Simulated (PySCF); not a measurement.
Removing an electron from `BNC1CC1`

C₃H₈BN.
Cartesian coordinates in Å at the PBE0-D3(BJ)/def2-SVP level; atoms count from 1:
```
atom  x, y, z in Å
B1     2.2801    0.2772    0.0253
N2     0.9607    0.1942   -0.3997
C3    -0.1851   -0.0966    0.3991
C4    -1.5023    0.5610    0.1166
C5    -1.3174   -0.9081   -0.1532
H6     3.1361    0.5335   -0.7892
H7     2.5344    0.0914    1.1938
H8     0.7474    0.3498   -1.3796
H9     0.0833   -0.2544    1.4469
H10   -2.1232    0.8706    0.9614
H11   -1.5528    1.2349   -0.7440
H12   -1.8081   -1.6331    0.5014
H13   -1.2427   -1.2290   -1.1967
```

Level: wB97X-D/def2-SVPD (PySCF). Frontier orbitals with their largest atomic shares (Löwdin; up to four atoms above 4 %):

```tsv
orbital	ε (eV)	main atoms
HOMO−3	-12.25	C5 20 %, C4 20 %, N2 13 %, C3 13 %
HOMO−2	-11.01	B1 28 %, H7 17 %, H6 13 %, N2 10 %
HOMO−1	-10.56	C4 24 %, C5 24 %, B1 14 %, C3 10 %
HOMO	-9.04	?
LUMO	2.16	B1 50 %, N2 20 %, H7 12 %, H6 12 %
LUMO+1	2.21	B1 48 %, H8 11 %, C4 8 %, C5 8 %
LUMO+2	2.81	B1 28 %, C4 14 %, C5 14 %, H10 9 %
```

Q: What vertical ionisation energy does ΔSCF give, and how far is −ε(HOMO) from it?

A: ΔSCF: 9.26 eV (893 kJ/mol; threshold wavelength 134 nm); ⟨S²⟩ of the doublet left behind is 0.754, against 0.75 for a pure doublet. −ε(HOMO) is 9.04 eV, 0.22 eV below it. For the exact functional −ε(HOMO) would equal the first vertical ionisation energy; wB97X-D (range-separated hybrid) comes within 0.22 eV of that here.

Q: On which atoms does the HOMO lie?

A: N2 (boron-bound nitrogen) 36 %, C3 (sp3 carbon bound to nitrogen) 18 %, C5 (three-membered-ring carbon) 12 %, C4 (three-membered-ring carbon) 12 %, so no atom holds as much as 40 %. The HOMO−1 lies 1.52 eV lower.

Q: With α = 59.5 au, estimate the like-pair dispersion coefficient by London's formula C6 = (3/4)α²I.

A: I = 0.3403 Eh, so C6 ≈ 905 au; the Casimir–Polder integral at the same level gives 1440 au, 1.60 times as much.

Q: What kinetic energy would electrons from this vertical process carry with Lyman-α light (10.199 eV)?

A: 10.20 − 9.26 = 0.94 eV.

Q: What total energies stand behind the ΔSCF value?

A: E(N) = -198.53292 Eh and E(N − 1) = -198.19262 Eh at the same geometry, 0.34030 Eh apart.

One conformer (not necessarily the lowest) at the PBE0-D3(BJ)/def2-SVP geometry, without solvent, vibrations or thermal averaging.

These values come from a run that also computed excited states and ΔSCF ions. Time: 27 s wall; peak memory 0.83 GiB. Hardware: Arm Neoverse V2, one thread, shared host with 32 logical CPUs at a one-minute load of 10.

Note: wB97X-D ran without an empirical dispersion term, which enters the total energy and its gradient alone.
